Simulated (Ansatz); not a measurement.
The cluster Li19⁺, 19 atoms. Hardware: 4 threads of Arm Neoverse V2 on a shared host.

Correlated methods freeze no core orbitals; core or outer-core shells of Li are correlated, in sets that lack core-valence functions.

How many basis functions does each of these Ansatz runs have, and roughly what does it cost? CCSD(T)/def2-SVP, charge 1 singlet, energy, from earlier orbitals; HF/STO-3G, charge 1 singlet, energy; CAM-B3LYP/def2-TZVP, charge 1 singlet, energy, from earlier orbitals; PBE/def2-TZVP, charge 1 singlet, energy and forces, from earlier orbitals; PBE/def2-SVP, charge 1 singlet, relaxation, 21 steps; HSE06/def2-TZVP, charge 1 singlet, energy, from earlier orbitals; PBE0/def2-SVP, charge 1 singlet, energy, from earlier orbitals; MP2/def2-TZVP, charge 1 singlet, energy, from earlier orbitals; PBE/def2-SVP, charge 1 singlet, energy, from earlier orbitals; PBE0/def2-TZVP, charge 1 singlet, energy, from earlier orbitals; B3LYP/def2-TZVP, charge 1 singlet, energy, from earlier orbitals; r2SCAN/def2-TZVP, charge 1 singlet, energy, from earlier orbitals.

Other jobs shared the machine, so times can vary by a factor of up to 3. A dash marks memory too small to be measured apart from the calling script's.

| run | functions | fitting or Cholesky vectors | wall time | peak host memory (GiB) |
| --- | --- | --- | --- | --- |
| HF/STO-3G, charge 1 singlet, energy | 95 | 1147 | 0.85 s | – |
| PBE/def2-SVP, charge 1 singlet, energy, from earlier orbitals | 171 | 2584 | 5.5 s | – |
| PBE0/def2-SVP, charge 1 singlet, energy, from earlier orbitals | 171 | 2584 | 6.5 s | 0.74 |
| PBE/def2-TZVP, charge 1 singlet, energy and forces, from earlier orbitals | 266 | 2451 | 7 s | – |
| PBE0/def2-TZVP, charge 1 singlet, energy, from earlier orbitals | 266 | 2451 | 8 s | 1 |
| HSE06/def2-TZVP, charge 1 singlet, energy, from earlier orbitals | 266 | 2451 | 8.5 s | 1.1 |
| MP2/def2-TZVP, charge 1 singlet, energy, from earlier orbitals | 266 | 2878 | 9.5 s | 0.94 |
| B3LYP/def2-TZVP, charge 1 singlet, energy, from earlier orbitals | 266 | 2451 | 11 s | 1 |
| CAM-B3LYP/def2-TZVP, charge 1 singlet, energy, from earlier orbitals | 266 | 2451 | 12 s | 1.2 |
| r2SCAN/def2-TZVP, charge 1 singlet, energy, from earlier orbitals | 266 | 2451 | 14 s | 0.6 |
| PBE/def2-SVP, charge 1 singlet, relaxation, 21 steps | 171 | 2584 | 82 s | – |
| CCSD(T)/def2-SVP, charge 1 singlet, energy, from earlier orbitals | 171 | 2451 | 3.1 min | 3.3 |
